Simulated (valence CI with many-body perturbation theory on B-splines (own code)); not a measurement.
**E1 transitions of Pt72+**

Level of theory: valence CI with perturbative core correlation (CI+MBPT): four valence electrons over a frozen Dirac-Fock core [He], radial functions for each j: 11 s, 11 p, 9 d, 7 f, 5 g, 2 h, 1 i, with the one-electron correlation potential Σ1 (screened to all orders), the two-electron term Σ2, the three-electron term Σ3, Breit, model QED; selected single and double excitations, second order for the rest (own B-spline code, finite nucleus).

The last digits are not significant, and no measured levels were compared; by estimate large intervals hold to a few tenths of a per cent, small ones and those within an open d or f shell to about a per cent. Among the levels kept, up to 310 cm⁻¹ of a level comes from second order outside the variational space, and about a tenth of that is noise between levels of different J, which matters for small intervals.

Lines 1 to 50 of 253 in falling wavelength, among levels below 14862 eV, chosen from the strongest by gf and those to the six lowest levels. Wavelengths and rates use the calculated energies. Electric multipoles are in the length gauge, E1 and E2 with the static RPA response of the core. Weak lines are less certain than strong ones. Lines between different terms over intervals too small for the method are left out, as are lines whose strength nearly cancels. The highest levels of a list are the least certain.

Levels are named by their leading jj configuration (3d3/2^4 stands for four electrons in 3d with j = 3/2), which in mixed levels can hold well under half, so a name can repeat and another be missing. Letters in brackets count levels of one name in rising energy.

```
λ vac (nm)                           Upper                           Lower   A (s⁻¹)  S (a.u.)
     5.732      (2s 2p1/2 2p3/2 3d5/2) J=5      (2s 2p1/2 2p3/2 3p3/2) J=4  8.26e+10  8.45e-02
     5.701          (2s 2p1/2^2 3d5/2) J=3          (2s 2p1/2^2 3p3/2) J=2  8.41e+10  5.38e-02
     5.659  (2s 2p1/2 2p3/2 3d5/2) J=4 [a]  (2s 2p1/2 2p3/2 3p3/2) J=3 [a]  7.88e+10  6.34e-02
     5.640  (2s 2p1/2 2p3/2 3d5/2) J=4 [b]  (2s 2p1/2 2p3/2 3p3/2) J=3 [b]  6.79e+10  5.41e-02
     5.640          (2s^2 2p3/2 3d5/2) J=3          (2s^2 2p3/2 3p3/2) J=2  5.53e+10  3.43e-02
     5.620          (2s^2 2p3/2 3d5/2) J=4          (2s^2 2p3/2 3p3/2) J=3  6.03e+10  4.76e-02
     5.612  (2s 2p1/2 2p3/2 3d5/2) J=3 [a]  (2s 2p1/2 2p3/2 3p3/2) J=2 [a]  6.10e+10  3.72e-02
     5.611  (2s 2p1/2 2p3/2 3d5/2) J=3 [c]  (2s 2p1/2 2p3/2 3p3/2) J=2 [c]  6.89e+10  4.20e-02
     5.465          (2s^2 2p1/2 3d5/2) J=3          (2s^2 2p1/2 3p3/2) J=2  8.77e+10  4.95e-02
     5.376          (2s 2p1/2^2 3d5/2) J=2          (2s 2p1/2^2 3p3/2) J=1  8.81e+10  3.38e-02
     4.892      (2s 2p1/2 2p3/2^2) J=2 [a]              (2s^2 2p3/2^2) J=2  2.88e+09  8.32e-04
     4.147          (2s 2p1/2 2p3/2^2) J=3              (2s^2 2p3/2^2) J=2  1.76e+10  4.34e-03
     3.975          (2s 2p1/2^2 2p3/2) J=2          (2s^2 2p1/2 2p3/2) J=2  1.66e+10  2.58e-03
     3.756          (2s 2p1/2^2 2p3/2) J=2          (2s^2 2p1/2 2p3/2) J=1  2.17e+10  2.83e-03
     3.155      (2s 2p1/2 2p3/2^2) J=1 [a]              (2s^2 2p3/2^2) J=2  3.51e+10  1.63e-03
     3.088      (2s 2p1/2 2p3/2^2) J=2 [b]              (2s^2 2p3/2^2) J=2  2.88e+10  2.09e-03
     3.051          (2s 2p1/2^2 2p3/2) J=1          (2s^2 2p1/2 2p3/2) J=2  6.34e+10  2.67e-03
     2.920          (2s 2p1/2^2 2p3/2) J=1          (2s^2 2p1/2 2p3/2) J=1  1.41e+10  5.20e-04
     2.088  (2s 2p1/2 2p3/2 3d3/2) J=3 [b]  (2s 2p1/2 2p3/2 3p1/2) J=2 [b]  6.46e+11  2.03e-02
     2.079  (2s 2p1/2 2p3/2 3d3/2) J=2 [d]  (2s 2p1/2 2p3/2 3p1/2) J=1 [c]  8.08e+11  1.79e-02
     2.062          (2s^2 2p1/2 3d3/2) J=1          (2s^2 2p1/2 3p1/2) J=0  8.88e+11  1.15e-02
     2.059  (2s 2p1/2 2p3/2 3d3/2) J=2 [b]  (2s 2p1/2 2p3/2 3p1/2) J=2 [b]  9.61e+11  2.07e-02
     2.025  (2s 2p1/2 2p3/2 3d3/2) J=1 [b]  (2s 2p1/2 2p3/2 3p1/2) J=2 [b]  1.32e+12  1.62e-02
     2.014          (2s^2 2p3/2 3d3/2) J=2          (2s^2 2p3/2 3p1/2) J=2  6.98e+11  1.41e-02
     2.012  (2s 2p1/2 2p3/2 3d3/2) J=2 [a]  (2s 2p1/2 2p3/2 3p1/2) J=2 [a]  7.13e+11  1.43e-02
     2.008          (2s^2 2p3/2 3d3/2) J=2          (2s^2 2p3/2 3p1/2) J=1  7.26e+11  1.45e-02
     2.002          (2s 2p1/2^2 3d3/2) J=1          (2s 2p1/2^2 3p1/2) J=0  9.94e+11  1.18e-02
     2.000  (2s 2p1/2 2p3/2 3p3/2) J=1 [a]     (2s 2p1/2 2p3/2 3s) J=1 [a]  1.71e+12  2.03e-02
     1.997          (2s 2p1/2^2 3p3/2) J=1             (2s 2p1/2^2 3s) J=0  1.46e+12  1.72e-02
     1.993  (2s 2p1/2 2p3/2 3d3/2) J=2 [c]  (2s 2p1/2 2p3/2 3p1/2) J=1 [b]  1.01e+12  1.97e-02
     1.985          (2s^2 2p3/2 3d3/2) J=3          (2s^2 2p3/2 3p1/2) J=2  1.49e+12  4.02e-02
     1.983  (2s 2p1/2 2p3/2 3d3/2) J=3 [c]  (2s 2p1/2 2p3/2 3p1/2) J=2 [c]  1.49e+12  4.01e-02
     1.979          (2s 2p1/2^2 3d3/2) J=2          (2s 2p1/2^2 3p1/2) J=1  1.47e+12  2.81e-02
     1.978  (2s 2p1/2 2p3/2 3d3/2) J=3 [a]  (2s 2p1/2 2p3/2 3p1/2) J=2 [a]  1.35e+12  3.62e-02
     1.977  (2s 2p1/2 2p3/2 3d3/2) J=2 [a]  (2s 2p1/2 2p3/2 3p1/2) J=1 [a]  7.50e+11  1.43e-02
     1.977          (2s^2 2p1/2 3d3/2) J=2          (2s^2 2p1/2 3p1/2) J=1  1.49e+12  2.84e-02
     1.975  (2s 2p1/2 2p3/2 3p3/2) J=2 [b]     (2s 2p1/2 2p3/2 3s) J=2 [b]  1.51e+12  2.86e-02
     1.973          (2s^2 2p3/2 3p3/2) J=1             (2s^2 2p3/2 3s) J=1  1.85e+12  2.11e-02
     1.972      (2s 2p1/2 2p3/2 3d3/2) J=4      (2s 2p1/2 2p3/2 3p1/2) J=3  1.47e+12  5.01e-02
     1.966          (2s^2 2p3/2 3d3/2) J=1          (2s^2 2p3/2 3p1/2) J=1  1.25e+12  1.41e-02
     1.966  (2s 2p1/2 2p3/2 3d3/2) J=1 [a]  (2s 2p1/2 2p3/2 3p1/2) J=1 [a]  1.29e+12  1.45e-02
     1.964  (2s 2p1/2 2p3/2 3p3/2) J=3 [c]     (2s 2p1/2 2p3/2 3s) J=2 [c]  1.99e+12  5.20e-02
     1.964  (2s 2p1/2 2p3/2 3p3/2) J=2 [c]     (2s 2p1/2 2p3/2 3s) J=1 [c]  1.97e+12  3.68e-02
     1.963  (2s 2p1/2 2p3/2 3d3/2) J=1 [c]      (2s 2p1/2 2p3/2 3p1/2) J=0  9.78e+11  1.09e-02
     1.945          (2s^2 2p3/2 3p3/2) J=3             (2s^2 2p3/2 3s) J=2  2.38e+12  6.06e-02
     1.945  (2s 2p1/2 2p3/2 3d3/2) J=3 [b]      (2s 2p1/2 2p3/2 3p1/2) J=3  7.75e+11  1.97e-02
     1.941  (2s 2p1/2 2p3/2 3p3/2) J=3 [a]     (2s 2p1/2 2p3/2 3s) J=2 [a]  2.35e+12  5.93e-02
     1.941  (2s 2p1/2 2p3/2 3p3/2) J=2 [a]     (2s 2p1/2 2p3/2 3s) J=1 [a]  9.29e+11  1.68e-02
     1.933  (2s 2p1/2 2p3/2 3p3/2) J=3 [b]     (2s 2p1/2 2p3/2 3s) J=2 [b]  8.71e+11  2.17e-02
     1.930      (2s 2p1/2 2p3/2 3p3/2) J=4         (2s 2p1/2 2p3/2 3s) J=3  2.12e+12  6.76e-02
```
